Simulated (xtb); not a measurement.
Job for xtb: GFN-FF on CHN (SMILES C#N).

```
$ xtb mol.xyz --gfnff --sp --chrg 0 --uhf 0
3

C     -0.02648390    -0.00000000    -0.00000000
N      1.11968733     0.00000000     0.00000000
H     -1.09320343     0.00000000     0.00000000
```

Program output:

```
[...]
           -------------------------------------------------
          |                Calculation Setup                |
           -------------------------------------------------



          ==================== Thresholds ====================
          CN  :   150.00000
          rep :   500.00000
          disp:  2500.00000
          HB1 :   250.00000
          HB2 :   450.00000

          Pauling EN used:
          Z : 1  EN :  2.20
          Z : 6  EN :  2.55
          Z : 7  EN :  3.04
          electric field strengths (au): 0.000

           -------------------------------------------------
          |           Force Field Initialization            |
           -------------------------------------------------

          distances ...
          ----------------------------------------
          generating topology and atomic info file ...
          pair mat ...
          computing topology distances matrix with Floyd-Warshall algo ...
          making topology EEQ charges ...
          #fragments for EEQ constrain: 1
          ----------------------------------------
          generating topology and atomic info file ...
          pair mat ...
          computing topology distances matrix with Floyd-Warshall algo ...
          making topology EEQ charges ...
          #fragments for EEQ constrain: 1
          rings ...
          # BATM   0
          # H in HB   1
          doing iterative Hueckel for 1 subsystem(s) ...

  atom   neighbors  erfCN metchar sp-hybrid imet pi  qest     coordinates
    1  C       2    1.92   0.00         1    0    1   0.080   -0.050047   -0.000000   -0.000000
    2  N       1    0.98   0.00         1    0    1  -0.197    2.115902    0.000000    0.000000
    3  H       1    0.98   0.00         0    0    0   0.117   -2.065855    0.000000    0.000000

          #atoms :   3
          #bonds :   2
          #angl  :   1
          #tors  :   0
          #nmol  :   1
          #optfrag :   1
           -------------------------------------------------
          |                   G F N - F F                   |
          |          A general generic force-field          |
          |                  Version 1.0.3                  |
           -------------------------------------------------
          Number of HB bonds (bound hydrogen)     6
          Number of HB bonds (unbound hydrogen)   0
          Number of XB bonds                      0

 E+G (total)                   0 d,  0 h,  0 min,  0.000 sec
 distance/D3 list               ...        0 min,  0.000 sec (  1.521%)
 non bonded repulsion           ...        0 min,  0.000 sec ( 20.895%)
 dCN                            ...        0 min,  0.000 sec (  2.704%)
 EEQ energy and q               ...        0 min,  0.000 sec ( 21.366%)
 D3                             ...        0 min,  0.000 sec ( 12.623%)
 EEQ gradient                   ...        0 min,  0.000 sec (  4.225%)
 bonds                          ...        0 min,  0.000 sec (  6.298%)
 bend and torsion               ...        0 min,  0.000 sec (  4.425%)
 bonded ATM                     ...        0 min,  0.000 sec (  0.618%)
 HB/XB (incl list setup)        ...        0 min,  0.000 sec ( 16.397%)

         :::::::::::::::::::::::::::::::::::::::::::::::::::::
         ::                     SUMMARY                     ::
         :::::::::::::::::::::::::::::::::::::::::::::::::::::
         :: total energy              -0.686055030325 Eh    ::
         :: gradient norm              0.024154118178 Eh/a0 ::
         ::.................................................::
         :: bond energy               -0.705258641876 Eh    ::
         :: angle energy               0.000000000000 Eh    ::
Note: The following floating-point exceptions are signalling: IEEE_UNDERFLOW_FLAG IEEE_DENORMAL
normal termination of xtb
         :: torsion energy             0.000000000000 Eh    ::
         :: repulsion energy           0.039396797413 Eh    ::
         :: electrostat energy        -0.019799235700 Eh    ::
         :: dispersion energy         -0.000393950162 Eh    ::
         :: HB energy                  0.000000000000 Eh    ::
         :: XB energy                  0.000000000000 Eh    ::
         :: bonded atm energy          0.000000000000 Eh    ::
         :: external energy            0.000000000000 Eh    ::
         :: add. restraining           0.000000000000 Eh    ::
         :: total charge               0.000000000000 e     ::
         :::::::::::::::::::::::::::::::::::::::::::::::::::::

           -------------------------------------------------
          |                Property Printout                |
           -------------------------------------------------

molecular dipole:
                 x           y           z       tot (Debye)
 q only:       -0.794       0.000       0.000       2.019

           -------------------------------------------------
          | TOTAL ENERGY               -0.686055030325 Eh   |
          | GRADIENT NORM               0.024154118178 Eh/α |
           -------------------------------------------------
########################################################################
[WARNING] Runtime exception occurred
-1- gfnff_setup: Could not read topology file.
########################################################################

------------------------------------------------------------------------
------------------------------------------------------------------------
 total:
 SCF:
```

The run finished.

Cost: roughly 0.04 core-seconds.
